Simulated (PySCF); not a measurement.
Tm⁵⁷⁺ (thulium, charge +57): Hartree-Fock from Schrödinger to Dirac-Coulomb-Breit

Occupied: 1s1/2, 2s1/2, 2p1/2, 2p3/2, 3s1/2. Hartree-Fock calculated with PySCF 2.14 in an even-tempered Gaussian basis (17 s from 7.5 bohr⁻², ratio 2.7; 13 p from 9 bohr⁻², ratio 2.7), Gaussian nucleus throughout. NR is non-relativistic, sf-X2C the spin-free one-electron X2C Hamiltonian, X2C adds the bare one-electron spin-orbit term, X2C-SNSO screens it by Boettger's factors, DC is four-component Dirac-Coulomb, and the Gaunt and Breit terms are added at first order (total energies over the DC spinors, levels after relaxing the spinors in that mean field). QED terms are absent. Levels marked empty are virtual spinors of this ion; the basis has s and p functions only, so 3d, which can lie below the n = 4 levels, is absent.

```
Hamiltonian  E (hartree)
         NR   -9342.1547
     sf-X2C   -9911.4767
        X2C   -9921.6453
   X2C-SNSO   -9921.0266
         DC   -9925.3142
   DC+Gaunt   -9913.6178
   DC+Breit   -9914.6486
```

| level (eV) | NR | sf-X2C | X2C | X2C-SNSO | DC | DC+Gaunt | DC+Breit |
| --- | --- | --- | --- | --- | --- | --- | --- |
| 1s1/2 | -60065.9 | -64279.2 | -64267.9 | -64268.6 | -64339.4 | -64149.5 | -64162.2 |
| 2s1/2 | -13323.6 | -14518.2 | -14515.4 | -14515.6 | -14525.3 | -14504.8 | -14506.3 |
| 2p1/2 | -12953.9 | -13351.1 | -14094.7 | -14069.8 | -14075.8 | -14040.3 | -14043.8 |
| 2p3/2 | -12953.9 | -13351.1 | -13045.2 | -13053.7 | -13060.5 | -13036.4 | -13040.0 |
| 3s1/2 | -5528.2 | -5901.5 | -5901.0 | -5901.1 | -5903.4 | -5897.9 | -5898.6 |
| 3p1/2 (empty) | -5313.6 | -5470.8 | -5664.0 | -5657.6 | -5659.1 | -5650.1 | -5651.3 |
| 3p3/2 (empty) | -5313.6 | -5470.8 | -5390.4 | -5392.6 | -5394.1 | -5388.0 | -5389.2 |
| 4s1/2 (empty) | -2961.6 | -3109.7 | -3109.5 | -3109.5 | -3110.3 | -3108.4 | -3108.7 |

How large are the two-electron picture-change error of X2C and the Breit correction in the total energy?

X2C-1e lies 3.6689 hartree above Dirac-Coulomb; Gaunt adds 11.6964 and the full Breit term 10.6656 hartree.

```
interval (eV)    X2C  X2C-SNSO     DC  DC+Gaunt  DC+Breit
2p3/2 − 2p1/2   1049      1016   1015      1004      1004
3p3/2 − 3p1/2  273.6     265.0  265.1     262.1     262.1
```

Weight of the small component: 1s1/2 0.0669, 2s1/2 0.0155, 2p1/2 0.0154, 2p3/2 0.0142, 3s1/2 0.00599, 3p1/2 0.00590, 3p3/2 0.00559, 4s1/2 0.00287.

Koopmans' value for the highest occupied level at DC+Breit: 5898.6 eV, against an ionisation energy of 5901 ± 6 eV (theoretical estimate listed by NIST; NIST Atomic Spectra Database, ionization energies); the former lacks relaxation, correlation, QED and recoil.

The whole ladder took 52 s of wall time on 1 thread of Intel(R) Xeon(R) 6975P-C (shared host), launched as `OMP_NUM_THREADS=1 python relrun2.py TASK.json OUT` (a driver that calls PySCF for each Hamiltonian).

Dirac-Coulomb iterations, started from the X2C spinors:

```
with_ssss True, with_gaunt False, with_breit False
light speed = 137.03599967994
init E= -9864.54374230372
cycle= 1 E= -9925.3126660544  delta_E= -60.8  |g|= 2.65  |ddm|= 0.192
cycle= 2 E= -9925.3141942131  delta_E= -0.00153  |g|= 0.033  |ddm|= 0.0124
cycle= 3 E= -9925.31419567439  delta_E= -1.46e-06  |g|= 0.001  |ddm|= 0.000584
cycle= 4 E= -9925.3141956758  delta_E= -1.42e-09  |g|= 4.64e-06  |ddm|= 1.46e-05
```
